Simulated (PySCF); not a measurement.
CHI2, SMILES I[CH]I, multiplicity 2. Geometry optimised at r2SCAN-D4/def2-SVP. The isomer is the one that the SMILES or the coordinates give; other isomers of the formula were not compared. The def2 effective core potentials stand for the cores of I; spin–orbit coupling is left out.

These are r2SCAN-D4/def2-SVP (PySCF) values and carry that method's errors.

Harmonic wavenumbers (cm⁻¹): 130, 250, 507, 697, 1108, 3219. Rotational constants (GHz): 33.78, 0.6003, 0.5899; symmetry number 1.

Task: Work out the zero-point energy and the ideal-gas rigid-rotor harmonic-oscillator thermochemistry at 298.15 K and 1 atm.

Result: ZPE = ½ Σ hcν = ½ × 5911 cm⁻¹ = 8.45 kcal/mol. H − E(el) = 11.78 kcal/mol. Entropy in cal/(mol K): translation 42.64, rotation 27.69, vibration 5.69, spin 1.38, total 77.40. G − E(el) = -11.30 kcal/mol. Cp = 13.98 cal/(mol K). Modes under 150 cm⁻¹ make the vibrational entropy uncertain.
